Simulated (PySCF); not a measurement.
Potential energy of SnF along the bond

Set-up: Sn x2c-SVPall, F x2c-SVPall; spin-free X2C with a Gaussian nucleus (PySCF 2.14). Energies in eV from Sn + F in their ground configurations at the same level. State: ²Π (doublet), unpaired electrons π ↑.

| R (Å) | r²SCAN |
| --- | --- |
| 1.692 | -3.476 |
| 1.770 | -4.225 |
| 1.849 | -4.625 |
| 1.908 | -4.763 |
| 1.967 | -4.798 |
| 2.026 | -4.757 |
| 2.105 | -4.619 |
| 2.203 | -4.359 |
| 2.321 | -3.978 |
| 2.478 | -3.435 |

Put a parabola through the three lowest points of the r²SCAN curve and estimate Re, k and ωe (reduced mass 16.4 u; 1 eV/Å² = 0.16022 mdyn/Å; ωe = 1302.8·√(k/μ) cm⁻¹).

Through R = 1.908, 1.967, 2.026 Å the second-order coefficient is 10.9 eV/Å², so Re ≈ 1.965 Å, k ≈ 3.50 mdyn/Å and ωe ≈ 602 cm⁻¹. A polynomial fit of higher order to the unrounded r²SCAN energies gives Re = 1.962 Å, k = 3.57 mdyn/Å, ωe = 608 cm⁻¹; anharmonicity and rounding make the difference.

The higher-order fit for each curve: r²SCAN: Re = 1.962 Å, ωe = 608 cm⁻¹, De = 4.80 eV.

Spin–orbit coupling is left out, which matters for elements this heavy, above all for dissociation energies. The state is the lowest determinant that a PBE0 search found; another state may lie lower at other levels.
